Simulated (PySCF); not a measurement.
A calculated (PBE, PySCF 2.14, x2c-TZVPPall, scalar relativity by spin-free X2C-1e) atom or ion has these occupied shells.

| shell | electrons | orbital energy (eV) | rms radius, mean of both spins (bohr) |
| --- | --- | --- | --- |
| 1s α | 1 | -7030.9 | 0.0675 |
| 1s β | 1 | -7030.9 | 0.0675 |
| 2s α | 1 | -857.99 | 0.290 |
| 2s β | 1 | -855.39 | 0.290 |
| 2p α | 3 | -736.54 | 0.261 |
| 2p β | 3 | -734.55 | 0.261 |
| 3s α | 1 | -133.18 | 0.864 |
| 3s β | 1 | -127.11 | 0.864 |
| 3p α | 3 | -98.967 | 0.918 |
| 3p β | 3 | -93.014 | 0.918 |
| 3d α | 5 | -45.150 | 1.10 |

**Question.** Name the element and its charge.

**Answer.** Fe(3+) (iron, charge +3), in [Ar] 3d5, high-spin 6S determinant.
